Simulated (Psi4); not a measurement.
Dimer: CH4 (SMILES C) (first 5 atoms) with SO2 (SMILES O=S=O); geometry from B3LYP-D3(BJ)/def2-TZVP, rigid monomers moved along the line of their centres of mass till C1···S7 is 6.19 Å.
(charge 0, multiplicity 1):
```tsv
atom	x (Å)	y (Å)	z (Å)
C	-0.0076	0.0600	-0.0571
H	-0.0963	1.0543	0.3784
H	-0.7896	-0.5861	0.3394
H	-0.1105	0.1292	-1.1388
H	0.9709	-0.3594	0.1792
O	0.2241	1.1010	6.2247
S	0.4657	-0.3116	6.1025
O	-0.6533	-1.2138	6.1543
```

Level of theory: SAPT0/jun-cc-pV(D+d)Z in Psi4.

Question: Which attractive term is largest, and how does the interaction split up?

Answer: electrostatics -0.1, exchange 0.0, induction 0.0, dispersion -0.1, total -0.2 kJ/mol; the largest attraction is dispersion.
